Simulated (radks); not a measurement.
Neutral antimony inside a hard spherical wall (all orbitals vanish at R), configuration held at [Kr] 4d10 5s2 5p3 and not refilled when levels cross. All-electron calculation, scalar-relativistic Kohn-Sham, PBEsol, spin-polarised, spherical densities, finite nucleus; open shells are filled with parallel spins first (spin-orbit coupling, left out, can overturn this in heavy ions); Fermi nuclear charge, rms radius 4.6802 fm. Program: a radial shooting solver on a logarithmic mesh with Libxc functionals. Eigenvalues in eV for spin up, with the zero of energy where the potential of the charges vanishes at infinity; a dash marks a level that is unbound or too diffuse for the functional's potential to be trusted. A positive occupied level is held by the wall or, in an anion where self-interaction has pushed it up, behind a barrier. The pressure on the wall is -dE/dV.

| R (bohr) | E (hartree) | kinetic (hartree) | e(4p) | e(4d) | e(5s) | e(5p) | e(6s, empty) | e(5d, empty) | pressure (GPa) |
|---|---|---|---|---|---|---|---|---|---|
| free | -6478.49949 | 6774.896 | -101.41 | -33.301 | -13.461 | -5.472 | - | - | 0 |
| 15 | -6478.49949 | 6774.896 | -101.41 | -33.301 | -13.461 | -5.472 | -0.470 | 0.871 | < 0.0001 |
| 10 | -6478.49924 | 6774.899 | -101.38 | -33.278 | -13.442 | -5.454 | 0.165 | 1.577 | 0.00733 |
| 7 | -6478.48903 | 6774.976 | -100.94 | -32.840 | -13.108 | -5.092 | 3.061 | 3.373 | 0.624 |
| 4 | -6477.96582 | 6777.416 | -94.257 | -26.409 | -7.562 | 2.145 | 31.664 | 17.563 | 111 |
| 3 | -6476.05168 | 6784.707 | -83.721 | -16.447 | 5.408 | 18.887 | 84.779 | 43.393 | 1060 |
| 2 | -6461.86422 | 6834.084 | -46.637 | 21.315 | 79.169 | 105.64 | 302.44 | 151.54 | 22000 |
